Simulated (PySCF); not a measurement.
## Simulated absorption spectrum

Species: C6H12O.
SMILES: `CC1CCOCC1`

Computed with TDDFT PBE0/def2-SVPD, vertical, gas phase, core orbitals frozen in the response (PySCF). Isolated species at its GFN2-xTB geometry (one conformer only).

Computed states:

```tsv
state	E (eV)	f
S1	6.99	0.013
S2	7.37	0.057
S3	7.53	0.033
S4	7.54	0.043
S5	8.19	0.010
S6	8.25	0.0065
```

Each state is given a Gaussian of 0.5 eV full width at half maximum, with ε(max) = 2.175×10⁸ f / Δν̃ (Δν̃ the width in cm⁻¹). The width is an assumption, not a result. The curve ends short of the highest state used, and states not computed would add to its high-energy end.

Task: What does the envelope look like, and where are its maxima?

Result: 
(E (eV), ε (L mol⁻¹ cm⁻¹)): (6.24, 1), (6.30, 4), (6.36, 9), (6.42, 19), (6.49, 45), (6.55, 84), (6.61, 148), (6.67, 242), (6.73, 371), (6.79, 539), (6.85, 750), (6.91, 1015), (6.98, 1421), (7.04, 1888), (7.10, 2499), (7.16, 3260), (7.22, 4141), (7.28, 5055), (7.34, 5874), (7.40, 6453), (7.46, 6672), (7.53, 6400), (7.59, 5753), (7.65, 4843)

Maxima: 166 nm (7.46 eV), ε about 6700, made up of S2 (42%), S3 (25%) and S4 (32%) (ε in L mol⁻¹ cm⁻¹; maxima over ε = 5, shares over 10%).

Task: Coming from long wavelengths, where does ε first pass 100 L mol⁻¹ cm⁻¹?

Result: At about 189 nm (6.57 eV), 0.42 eV below S1.

Task: On this curve, what absorbance would a 10⁻⁴ mol/L sample give at 193 nm over a 1 cm path?

Result: 193 nm is 6.424 eV, where ε is about 20 L mol⁻¹ cm⁻¹, so A = ε c l ≈ 0.002 (Beer–Lambert, with the gas-phase spectrum and the assumed width).

Task: What would ε be at 7.46 eV, the highest of these maxima, with half the width (0.25 eV)?

Result: About 10500 L mol⁻¹ cm⁻¹ against 6670, a factor of about 1.6; a lone state at its own centre would give exactly 2.

Rough CPU time on one thread of a shared machine: about 2.2 min (grids of density and orbitals included).
